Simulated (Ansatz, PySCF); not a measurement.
3-methylthiophene (C5H6S), SMILES c1(ccsc1)C. Atoms are numbered in the order given.

```xyz
12

C     -2.4090    -0.5361     0.1489
C     -0.9402    -0.2638     0.0638
C      0.0673    -1.2788     0.1151
C      1.3379    -0.7805     0.0175
S      1.3344     0.9290    -0.1383
C     -0.3816     0.9832    -0.0729
H     -2.9932     0.3924     0.0885
H     -2.7398    -1.1969    -0.6682
H     -2.6674    -1.0366     1.0958
H     -0.1517    -2.3430     0.2213
H      2.2787    -1.3293     0.0289
H     -0.9017     1.9385    -0.1387
```

Geometry optimised at PBE0-D3(BJ)/def2-SVP.

Two levels are set side by side: PBE-D3(BJ)/def2-SVP (Ansatz, a first-principles code) and PBE0-D3(BJ)/def2-SVP (Ansatz). Each level has its own optimised geometry; the coordinates shown are those of the second. Frequencies come from the Hessian of PySCF at each geometry. Differences are taken from unrounded values.

```json
[
 {"quantity": "mean bond length (Å)", "PBE0-D3(BJ)": "1.306"},
 {"quantity": "bond C1–C2 (Å)", "PBE0-D3(BJ)": "1.496"},
 {"quantity": "bond C2–C3 (Å)", "PBE0-D3(BJ)": "1.431"},
 {"quantity": "bond C2–C6 (Å)", "PBE0-D3(BJ)": "1.373"},
 {"quantity": "bond C3–C4 (Å)", "PBE0-D3(BJ)": "1.368"},
 {"quantity": "bond C4–S5 (Å)", "PBE0-D3(BJ)": "1.717"},
 {"quantity": "bond S5–C6 (Å)", "PBE0-D3(BJ)": "1.718"},
 {"quantity": "bond C1–H7 (Å)", "PBE0-D3(BJ)": "1.099"},
 {"quantity": "bond C1–H8 (Å)", "PBE0-D3(BJ)": "1.102"},
 {"quantity": "bond C1–H9 (Å)", "PBE0-D3(BJ)": "1.102"},
 {"quantity": "bond C3–H10 (Å)", "PBE0-D3(BJ)": "1.092"},
 {"quantity": "bond C4–H11 (Å)", "PBE0-D3(BJ)": "1.089"},
 {"quantity": "bond C6–H12 (Å)", "PBE0-D3(BJ)": "1.090"},
 {"quantity": "highest harmonic wavenumber (cm⁻¹)", "PBE0-D3(BJ)": "3276"},
 {"quantity": "mean harmonic wavenumber (cm⁻¹)", "PBE0-D3(BJ)": "1388"},
 {"quantity": "zero-point energy (kcal/mol)", "PBE0-D3(BJ)": "59.53"}
]
```

Question: What does PBE-D3(BJ) give, and how far is it from PBE0-D3(BJ)? (An estimate is asked for; the answer gives what the named calculation found.)

Answer: 
```
quantity                            PBE-D3(BJ)  PBE-D3(BJ) minus PBE0-D3(BJ)
----------------------------------  ----------  ----------------------------
mean bond length (Å)                     1.316                         0.010
bond C1–C2 (Å)                           1.503                         0.007
bond C2–C3 (Å)                           1.438                         0.007
bond C2–C6 (Å)                           1.385                         0.012
bond C3–C4 (Å)                           1.380                         0.012
bond C4–S5 (Å)                           1.732                         0.015
bond S5–C6 (Å)                           1.732                         0.014
bond C1–H7 (Å)                           1.107                         0.008
bond C1–H8 (Å)                           1.110                         0.009
bond C1–H9 (Å)                           1.110                         0.009
bond C3–H10 (Å)                          1.100                         0.008
bond C4–H11 (Å)                          1.097                         0.008
bond C6–H12 (Å)                          1.097                         0.008
highest harmonic wavenumber (cm⁻¹)        3188                           -89
mean harmonic wavenumber (cm⁻¹)           1341                           -47
zero-point energy (kcal/mol)             57.50                         -2.03
```

Exact exchange shortens and stiffens bonds; PBE has none. Differences between two approximate levels are no errors against the true value.
